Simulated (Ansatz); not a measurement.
## Run times for SnH3Cl (SnClH3)

The species is SnH3Cl (5 atoms), meant as a singlet with charge 0. As SMILES, `[H][Sn]([H])([H])[Cl]`. The shape comes from GFN2-xTB, which is rough for such elements, and wasn't checked as a minimum.

```xyz
5

Sn    0.0000    0.0009   -0.1426
Cl    0.0116   -0.0193    2.1380
H     1.5866    0.0109   -0.6751
H    -0.8030    1.3805   -0.6471
H    -0.7952   -1.3730   -0.6733
```

Program: Ansatz 0.2.0. Hardware: 1 thread of Arm Neoverse V1, shared host, so times are rough. Ansatz fits the integrals of SCF and DFT runs by default. Its times include its search for lower SCF states.

Task: Estimate their order by wall time, quickest first.
A. energy at HF/STO-3G
B. energy at CCSDTQ/STO-3G, 23 core orbitals frozen
C. energy at r2SCAN0/STO-3G
D. energy at revPBE/STO-3G

Result: A (0.6 s), D (2.2 s), C (5.7 s), B (17 s).
